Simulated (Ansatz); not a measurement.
`NC1=[CH][GeH2][O]1` at its PBE0-D4/def2-TZVP geometry, where that method's forces vanish. Charge 0, multiplicity 1.

```xyz
10

N     0.9889   -1.3195    0.9794
C     0.2830   -0.3839    0.2949
C    -0.7025   -0.4820   -0.6418
Ge   -0.7783    1.4096   -0.6001
O     0.5604    0.9026    0.6172
H     1.8430   -0.9978    1.4029
H     1.0064   -2.2506    0.6031
H    -1.1514   -1.3493   -1.0931
H    -0.1668    2.2886   -1.7057
H    -1.8825    2.1822    0.1432
```

**Question.** What forces (eV/Å) does PBE-D4/def2-TZVPP give on these atoms in Ansatz 0.2.0? (Best estimate.)

**Answer.** Computed: 
```
N1  -0.053 -0.134  0.251
C2  -0.003 -0.265 -0.057
C3  -0.298 -0.177 -0.293
Ge4 -0.337  0.209 -0.301
O5   0.506  0.576  0.509
H6   0.314  0.081  0.150
H7   0.030 -0.328 -0.117
H8  -0.117 -0.176 -0.115
H9   0.083  0.111 -0.126
H10 -0.126  0.102  0.100
```
